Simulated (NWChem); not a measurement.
System: GaH2S2Cl; SMILES [SH][Ga]([SH])[Cl]

```xyz
6

Ga     0.0000     0.0000     0.0048
Cl     0.0000     0.0000    -2.1359
S      1.9595     0.0000     0.9902
H      1.4408     0.0000     2.2384
S     -1.9595     0.0000     0.9902
H     -1.4408     0.0000     2.2384
```
Atoms are numbered in this order, from 1.

Computed with NWChem. Coordinates come from a PBE0/def2-SVP optimisation.

For level PBE/def2-TZVP:

| Quantity | Value |
|---|---|
| orbital gap (eV) | 4.50 |

Question: How do the values read with level TPSS/def2-TZVP instead?

Answer: The orbital gap (eV) is 4.76.
